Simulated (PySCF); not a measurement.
**From computed data to an observable: oscillator strength and radiative lifetime**

Te(I)(Me) (CH₃ITe), SMILES C[Te]I.

The structure is a stationary point at B3LYP-D3(BJ)/def2-SVP. The def2 effective core potentials stand for the cores of I, Te; spin–orbit coupling is left out.

TDDFT-M06-2X/def2-SVPD (PySCF 2.14.0) puts the first singlet state with f over 0.02 at 5.28 eV (vertical), with the transition dipole (0.088, 0.916, 0.000) in atomic units.

Problem. Find the oscillator strength, the wavelength and the radiative lifetime that this transition would have in vacuum if emission retraced absorption.

Solution. 
|μ|² = 0.8468 au, so |μ| = 2.34 D. ΔE = 5.28/27.211 = 0.1940 hartree. f = (2/3) ΔE |μ|² = 0.110 (the program prints 0.110).
λ = 1239.84/5.28 = 235 nm; ν = 42586 cm⁻¹.
Einstein's coefficient A = 0.6670 ν² f s⁻¹ (ν in cm⁻¹) = 1.3e8 s⁻¹, so τ = 1/A = 7.5 ns. This state is S5; the lower singlets have f = 0.001, 0.004, 0.001, 0.000. The figure is the radiative limit of this one transition; relaxation, internal conversion, crossing to triplets and a medium change what is measured.
